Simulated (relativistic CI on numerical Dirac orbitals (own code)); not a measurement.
**Crystal-field levels of Rh5+, 4d4**

Calculated by Dirac-Coulomb-Breit CI, orbitals from a KLI potential per configuration, QED by a radiative potential, valence Slater integrals scaled by 0.75, one configuration in a parametric crystal field (own radial code).

Field parameters in Wybourne normalisation: D3d B²₀ = −7Dσ, B⁴₀ = −14Dq − 21Dτ, B⁴₃ = −14√(10/7) Dq; D4h B²₀ = −7Ds, B⁴₀ = 21(Dq − Dt), B⁴₄ = 21√(5/14) Dq; Oh B⁴₀ = 21Dq, B⁴₄ = √(5/14) B⁴₀; Td as Oh with Dq negative (B⁴₀ = 21Dq, B⁴₄ = √(5/14) B⁴₀). The field is a parameter set, without covalency.

S and J are read from ⟨S²⟩ = S(S + 1) and ⟨J²⟩ = J(J + 1) of each level; they are not fictitious spins.

D4h, 10Dq = 16100, Ds = -390, Dt = -610 cm⁻¹, the lowest 16 levels:

```tsv
E (cm⁻¹)	Degeneracy	Irrep	S	J
0.0	1	A1	1.50	3.46
842	2	E	1.72	3.22
1627	1	B1	1.85	3.08
1659	1	B2	1.86	3.11
1820	1	A2	1.19	3.90
2417	1	A1	1.59	3.41
3290	2	E	1.35	3.75
4129	1	B1	1.35	3.59
4379	1	B2	1.19	3.78
5815	2	E	1.16	3.95
6001	1	A1	1.22	3.78
7092	1	B1	1.90	3.06
7162	2	E	1.89	3.06
7418	1	A1	1.84	3.04
7427	1	A2	1.87	3.06
12131	2	E	0.24	4.54
```

Oh, 10Dq = 21700 cm⁻¹, the lowest 16 levels:

```csv
E (cm⁻¹),Degeneracy,Irrep,S,J
0.0,1,A1,1.21,3.88
1367,3,T1,1.25,3.86
2875,2,E,1.31,3.56
3159,3,T2,1.20,3.76
5513,1,A2,1.99,3.00
5940,3,T2,1.85,3.15
6289,2,E,1.77,3.18
6360,3,T1,1.82,3.21
6408,1,A1,1.85,3.15
12059,3,T2,0.16,4.57
13169,2,E,0.13,4.77
20271,1,A1,0.91,4.12
21490,3,T1,1.08,4.57
21895,3,T1,1.08,4.40
22204,3,T2,1.00,4.97
22740,2,E,1.14,4.14
```

D4h, 10Dq = 32550, Ds = 610, Dt = 420 cm⁻¹, the lowest 16 levels:

| E (cm⁻¹) | Degeneracy | Irrep | S | J |
| --- | --- | --- | --- | --- |
| 0.0 | 1 | A1 | 1.04 | 4.19 |
| 1291 | 2 | E | 1.03 | 4.13 |
| 1335 | 1 | A2 | 1.06 | 4.11 |
| 2770 | 1 | A1 | 1.03 | 3.77 |
| 2842 | 2 | E | 1.01 | 3.87 |
| 2968 | 1 | B1 | 1.03 | 3.77 |
| 3017 | 1 | B2 | 0.99 | 3.89 |
| 10783 | 1 | B1 | 1.98 | 2.99 |
| 10828 | 2 | E | 1.96 | 3.00 |
| 10977 | 1 | A1 | 1.95 | 2.97 |
| 10993 | 1 | A2 | 1.96 | 2.98 |
| 11606 | 1 | B2 | 0.10 | 4.51 |
| 11970 | 2 | E | 0.14 | 4.53 |
| 12715 | 1 | B1 | 0.09 | 4.63 |
| 13069 | 1 | A1 | 0.09 | 4.64 |
| 15270 | 1 | B2 | 1.99 | 2.97 |

D3d, 10Dq = 19550, Dσ = 1150, Dτ = 400 cm⁻¹, the lowest 10 levels:

```json
{"E (cm⁻¹)": "0.0", "Degeneracy": "1", "Irrep": "A1", "S": "1.10", "J": "3.94"}
{"E (cm⁻¹)": "547", "Degeneracy": "2", "Irrep": "E", "S": "1.10", "J": "3.93"}
{"E (cm⁻¹)": "4361", "Degeneracy": "1", "Irrep": "A2", "S": "1.51", "J": "3.46"}
{"E (cm⁻¹)": "4697", "Degeneracy": "1", "Irrep": "A1", "S": "1.45", "J": "3.44"}
{"E (cm⁻¹)": "5147", "Degeneracy": "2", "Irrep": "E", "S": "1.59", "J": "3.31"}
{"E (cm⁻¹)": "5737", "Degeneracy": "2", "Irrep": "E", "S": "1.58", "J": "3.41"}
{"E (cm⁻¹)": "6824", "Degeneracy": "1", "Irrep": "A2", "S": "1.99", "J": "3.00"}
{"E (cm⁻¹)": "7064", "Degeneracy": "1", "Irrep": "A1", "S": "1.94", "J": "3.01"}
{"E (cm⁻¹)": "7191", "Degeneracy": "2", "Irrep": "E", "S": "1.93", "J": "3.03"}
{"E (cm⁻¹)": "7991", "Degeneracy": "2", "Irrep": "E", "S": "1.45", "J": "3.61"}
```

Td, 10Dq = -14050 cm⁻¹, the lowest 10 levels:

```tsv
E (cm⁻¹)	Degeneracy	Irrep	S	J
0.0	1	A1	1.12	3.48
2177	3	T1	1.88	2.32
2835	3	T2	1.94	2.43
3045	1	A1	1.45	3.28
3941	2	E	1.94	3.17
4231	3	T1	1.97	3.22
5041	3	T2	1.97	3.74
8519	2	E	1.03	3.78
8658	3	T1	1.18	3.55
9137	3	T2	1.08	3.95
```

The free-ion ground term has S = 2. The field overcomes the spin-pairing energy for Oh, 10Dq = 21700 cm⁻¹; D4h, 10Dq = 32550, Ds = 610, Dt = 420 cm⁻¹; D3d, 10Dq = 19550, Dσ = 1150, Dτ = 400 cm⁻¹; Td, 10Dq = -14050 cm⁻¹, where the ground state has lower spin; these fields are assumed values.

Levels of this model without a field, named by their leading LS term (the scale mimics covalency, so terms lie below those of the real free ion): 5D_0 0, 5D_1 731, 5D_2 1849, 5D_3 3153, 5D_4 4554, 3P_0 16113, 3H_4 16830, 3H_5 18469 cm⁻¹.
